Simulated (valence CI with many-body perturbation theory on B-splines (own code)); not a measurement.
## Level structure of Nd46+

Method: valence CI with perturbative core correlation (CI+MBPT): four valence electrons over a frozen Dirac-Fock core [Ne], a basis of 11 s, 11 p, 10 d, 8 f, 5 g, 2 h functions for each j, with the one-electron correlation potential Σ1, the two-electron term Σ2, the three-electron term Σ3, Breit, model QED; selected CI, second order for the rest, scaled by the run's own slope (own B-spline code, finite nucleus).

No measured spectrum was set against this ion. As an estimate, large intervals hold to a few tenths of a per cent, small ones and those within an open d or f shell to about a per cent. Among the levels kept, up to 590 cm⁻¹ of a level comes from second order outside the variational space, and about a tenth of that is noise between levels of different J, which matters for small intervals.

Levels 1 to 45 of 173, with energies above the lowest level, (3s^2 3p1/2^2) J=0. "Leading %" is the weight of the configuration and term that name the level; weights of strongly mixed levels are sums over their largest components and can fall short, so below about 35 % the name and the second component can differ from the true leading terms, or belong to a minority configuration. In the jj column 3d3/2^4 stands for four electrons in 3d with j = 3/2. Lifetimes count E1, E2, E3, M1 and M2 decay at the calculated energies, and are blank where another channel may lead or the interval is too uncertain; long ones can be off by a factor of two.

| No. | Configuration | Term | J | E (× 10³ cm⁻¹) | Leading % | Leading jj | Lifetime |
| --- | --- | --- | --- | --- | --- | --- | --- |
| 1 | 3s2 3p2 | 3P | 0 | 0.00 | 71 | 3s^2 3p1/2^2 (99 %) |  |
| 2 | 3s2 3p2 | 3P | 1 | 1004.6 | 99 | 3s^2 3p1/2 3p3/2 (99 %) | 77.8 ns |
| 3 | 3s2 3p2 | 1D | 2 | 1063.7 | 62 | 3s^2 3p1/2 3p3/2 (99 %) | 11.6 μs |
| 4 | 3s 3p3 | 3P° | 2 | 1976.7 | 43 | 3s 3p1/2^2 3p3/2 (94 %) | 76.3 ps |
| 5 | 3s2 3p2 | 3P | 2 | 2111.3 | 62 | 3s^2 3p3/2^2 (98 %) | 44.2 ns |
| 6 | 3s 3p3 | 3D° | 1 | 2157.5 | 37 | 3s 3p1/2^2 3p3/2 (83 %) | 5.19 ps |
| 7 | 3s2 3p2 | 1S | 0 | 2239.0 | 70 | 3s^2 3p3/2^2 (98 %) | 34.0 ns |
| 8 | 3s2 3p 3d | 3F° | 2 | 2364.8 | 73 | 3s^2 3p1/2 3d3/2 (98 %) | 258 ps |
| 9 | 3s2 3p 3d | 3D° | 1 | 2618.0 | 48 | 3s^2 3p1/2 3d3/2 (84 %) | 940 fs |
| 10 | 3s2 3p 3d | 3P° | 2 | 2693.5 | 35 | 3s^2 3p1/2 3d5/2 (82 %) | 13.0 ps |
| 11 | 3s2 3p 3d | 3F° | 3 | 2710.9 | 52 | 3s^2 3p1/2 3d5/2 (91 %) | 17.2 ps |
| 12 | 3s 3p3 | 3D° | 2 | 2983.3 | 48 | 3s 3p1/2 3p3/2^2 (80 %) | 4.69 ps |
| 13 | 3s 3p3 | 3D° | 3 | 3068.1 | 87 | 3s 3p1/2 3p3/2^2 (87 %) | 9.47 ps |
| 14 | 3s 3p3 | 3P° | 0 | 3138.5 | 88 | 3s 3p1/2 3p3/2^2 (88 %) | 6.60 ps |
| 15 | 3s 3p3 | 3P° | 1 | 3218.0 | 40 | 3s 3p1/2 3p3/2^2 (83 %) | 3.84 ps |
| 16 | 3s 3p3 | 1D° | 2 | 3236.2 | 56 | 3s 3p1/2 3p3/2^2 (72 %) | 2.68 ps |
| 17 | 3s 3p3 | 3S° | 1 | 3300.5 | 36 | 3s 3p1/2 3p3/2^2 (94 %) | 1.30 ps |
| 18 | 3s 3p2 3d | 5F | 1 | 3358.5 | 47 | 3s 3p1/2^2 3d3/2 (96 %) | 36.0 ps |
| 19 | 3s 3p2 3d | 3D | 2 | 3398.8 | 27 | 3s 3p1/2^2 3d3/2 (92 %) | 37.0 ps |
| 20 | 3s2 3p 3d | 3F° | 3 | 3605.7 | 37 | 3s^2 3p3/2 3d3/2 (88 %) | 1.65 ps |
| 21 | 3s2 3p 3d | 3D° | 2 | 3610.2 | 42 | 3s^2 3p3/2 3d3/2 (75 %) | 920 fs |
| 22 | 3s2 3p 3d | 3P° | 1 | 3616.7 | 49 | 3s^2 3p3/2 3d3/2 (85 %) | 1.14 ps |
| 23 | 3s2 3p 3d | 3P° | 0 | 3626.9 | 88 | 3s^2 3p3/2 3d3/2 (88 %) | 1.31 ps |
| 24 | 3s 3p2 3d | 3D | 3 | 3679.0 | 28 | 3s 3p1/2^2 3d5/2 (93 %) | 10.8 ps |
| 25 | 3s2 3p 3d | 3F° | 4 | 3693.1 | 99 | 3s^2 3p3/2 3d5/2 (99 %) | 94.5 ns |
| 26 | 3s2 3p 3d | 3P° | 2 | 3724.7 | 42 | 3s^2 3p3/2 3d5/2 (88 %) | 26.9 ps |
| 27 | 3s 3p2 3d | 3F | 2 | 3762.7 | 28 | 3s 3p1/2^2 3d5/2 (87 %) | 9.92 ps |
| 28 | 3s2 3p 3d | 3D° | 3 | 3914.2 | 50 | 3s^2 3p3/2 3d5/2 (90 %) | 3.04 ps |
| 29 | 3s2 3p 3d | 1P° | 1 | 3962.6 | 63 | 3s^2 3p3/2 3d5/2 (93 %) | 4.52 ps |
| 30 | 3p4 | 3P | 2 | 4188.1 | 30 | 3s 3p1/2 3p3/2 3d3/2 (48 %) | 5.83 ps |
| 31 | 3s 3p2 3d | 5D | 0 | 4242.5 | 66 | 3s 3p1/2 3p3/2 3d3/2 (85 %) | 25.1 ps |
| 32 | 3s 3p2 3d | 5D | 1 | 4262.6 | 55 | 3s 3p1/2 3p3/2 3d3/2 (98 %) | 48.7 ps |
| 33 | 3s 3p3 | 3P° | 2 | 4265.4 | 46 | 3s 3p3/2^3 (88 %) | 1.75 ps |
| 34 | 3s 3p2 3d | 5F | 3 | 4291.6 | 47 | 3s 3p1/2 3p3/2 3d3/2 (92 %) | 41.8 ps |
| 35 | 3s 3p2 3d | 5F | 2 | 4297.3 | 30 | 3s 3p1/2 3p3/2 3d3/2 (61 %) | 4.08 ps |
| 36 | 3p4 | 1S | 0 | 4339.0 | 38 | 3p1/2^2 3p3/2^2 (62 %) | 3.16 ps |
| 37 | 3s 3p2 3d | 5F | 4 | 4385.1 | 32 | 3s 3p1/2 3p3/2 3d3/2 (85 %) | 102 ps |
| 38 | 3s 3p3 | 1P° | 1 | 4453.0 | 41 | 3s 3p3/2^3 (93 %) | 898 fs |
| 39 | 3s 3p2 3d | 3F | 2 | 4475.7 | 63 | 3s 3p1/2 3p3/2 3d3/2 (78 %) | 3.37 ps |
| 40 | 3s 3p2 3d | 5D | 4 | 4486.2 | 49 | 3s 3p1/2 3p3/2 3d5/2 (97 %) | 496 ps |
| 41 | 3s 3p2 3d | 5P | 3 | 4501.1 | 35 | 3s 3p1/2 3p3/2 3d3/2 (71 %) | 1.97 ps |
| 42 | 3s 3p2 3d | 5P | 2 | 4539.2 | 32 | 3s 3p1/2 3p3/2 3d3/2 (82 %) | 1.40 ps |
| 43 | 3s 3p2 3d | 5P | 1 | 4542.2 | 38 | 3s 3p1/2 3p3/2 3d3/2 (93 %) | 1.56 ps |
| 44 | 3s 3p2 3d | 3G | 3 | 4581.2 | 52 | 3s 3p1/2 3p3/2 3d3/2 (96 %) | 2.15 ps |
| 45 | 3s 3p2 3d | 3D | 1 | 4589.0 | 29 | 3s 3p1/2 3p3/2 3d3/2 (74 %) | 1.64 ps |

The ionisation energy to 3s2 3p 2P°_1/2 of the next ion comes out as 3892.8 eV (NIST: 3891 ± 4 eV (theoretical)). All 173 levels together are meant to be complete up to 7171.4 × 10³ cm⁻¹.
